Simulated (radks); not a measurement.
Values are calculated unless marked as measured or tabulated.
Q: Radial electron density D(r) = 4 pi r^2 rho(r) of an atom or ion with 29 electrons. Code: a radial shooting solver on a logarithmic mesh with Libxc functionals. Model: Dirac Kohn-Sham, relativistic LDA (MacDonald-Vosko exchange, VWN5 correlation), spin-unpolarised, spherical densities, finite nucleus; Fermi nuclear charge, rms radius of each element as measured or else 0.836 A^(1/3) + 0.57 fm.

r (bohr)  D(r) (e/bohr)
0.001237          3.958
0.001395          4.831
0.001585          5.960
0.001787          7.236
0.002015          8.761
0.002272          10.57
0.002562          12.70
0.002888          15.21
0.003256          18.11
0.003672          21.45
0.00414           25.26
0.004705          29.84
0.005305          34.61
0.005981          39.79
0.006744          45.30
0.007604          51.01
0.008573          56.75
0.009666          62.28
0.0109            67.33
0.01229           71.61
0.01397           74.99
0.01575           76.80
0.01775           77.16
0.02002           76.14
0.02257           73.99
0.02545           71.26
0.02869           68.68
0.03235           67.13
0.03648           67.44
0.04146           70.40
0.04674           75.66
0.0527            82.60
0.05942           89.82
0.067             95.50
0.07554           97.89
0.08517           95.99
0.09603           90.05
0.1083            81.81
0.1231            73.57
0.1387            69.23
0.1564            69.54
0.1764            73.58
0.1989            78.30
0.2242            79.86
0.2528            75.41
0.285             64.58
0.3214            49.60
0.3653            33.09
0.4118            20.41
0.4643            11.81
0.5236            6.786
0.5903            4.027
0.6656            2.384
0.7504            1.291
0.8461           0.5913
0.954            0.2169
1.084           0.05580
1.222           0.01151
1.378          0.001705
1.554         0.0001747

What is the nuclear charge?

A: Z = 58. The innermost maximum, from 1s, lies near gamma/Z bohr with gamma = sqrt(1 - (Z/c)^2) = 0.906, here 0.0156 bohr (found: 0.0172), and its height grows with Z. The density is that of the cerium ion Ce29+ in [Ar] 3d10 4s1; the configuration itself is not fixed sharply by these data, and Z only to a few units. D(r) has 3 maxima, at r = 0.0172, 0.0761, 0.219 bohr, and minima at 0.0339, 0.146 bohr, inside which lie 2.04, 11.25 electrons.
